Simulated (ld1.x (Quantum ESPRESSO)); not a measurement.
## What one change does to a pseudopotential (boron, PAW)

boron (B), PAW, made with ld1.x (Quantum ESPRESSO) 7.5 (PBE, scalar-relativistic). Core [He], reference 2s2 2p0.5 (charge +0.5). Waves: 2s (bound): rcut 1.30, rcutus 1.60 bohr; 2s channel at -0.5 Ry: rcut 1.30, rcutus 1.60 bohr; 2p (bound): rcut 2.90, rcutus 4.00 bohr; 2p channel at 0.55 Ry: rcut 2.90, rcutus 4.00 bohr. Local part: all-electron potential smoothed inside 2.25 bohr (lloc = -1). Core correction: Bessel-smoothed model core inside 0.80 bohr. Augmentation charge: PSQ, radius 1.30 bohr.

All-electron outer shells of the reference configuration (PBE, scalar-relativistic, ld1.x):

| shell | level (eV) | outermost node (bohr) | outermost maximum (bohr) |
| --- | --- | --- | --- |
| 2s | -14.13 | 0.46 | 1.48 |
| 2p | -8.09 | – | 1.48 |

Change: local potential all-electron potential smoothed inside 3.64 bohr (lloc = -1).

Cutoffs: the cutoffs (Ry, on a coarse ladder) from which the occupation-weighted sum of valence levels, in a spherical-Bessel basis at the reference potential, stays within 10 and 1 mRy of its value at 400 Ry; they do not see the model core or the augmentation charge, which bear on the density cutoff. Errors are all-electron minus pseudo energies relative to the spin-unpolarised reference configuration.

Task: What does the change do?

Result: Both files are so soft that the ladder of cutoffs tells neither apart; of the 7 tests that both files solve, the error grows in 3 and shrinks in 1 by more than 15 % and 0.3 meV (median size 1.4 → 1.0 meV); the range in which the s phases agree narrows (upper end at the end of the scan → 2.0); neither file shows a bound ghost.

| quantity | base | changed |
| --- | --- | --- |
| cutoff, loose | 6 Ry | 6 Ry |
| cutoff, tight | 8 Ry | 8 Ry |
| bound ghosts | none | none |
| error for 2s2 2p1, meV [ΔE -2.89 eV] | +0.3 | -0.2 |
| error for 2s2 2p0, meV [ΔE 5.33 eV] | -0.1 | -1.0 |
| error for 2s1 2p0, meV [ΔE 30.75 eV] | -4.6 | -14 |
| error for 2s0 2p3, meV [ΔE 8.83 eV] | -3.3 | -3.6 |
| error for 2s1 2p2, meV [ΔE 2.96 eV] | -0.3 | -0.6 |
| error for 2s1 2p1, meV [ΔE 11.47 eV] | -3.2 | -4.1 |
| error for 2s2 2p1.3, meV [ΔE -3.63 eV] | +1.4 | 0.0 |
| s: phases at 4.36 bohr within 0.05 rad from the reference energy up to (Ry; the scan ends near 5) | to the end of the scan | 2.0 |
| p: phases at 4.36 bohr within 0.05 rad from the reference energy up to (Ry; the scan ends near 5) | 2.1 | 1.7 |
| lowest overlap eigenvalue by channel | s 0.50, p 0.77 | s 0.79, p 0.82 |
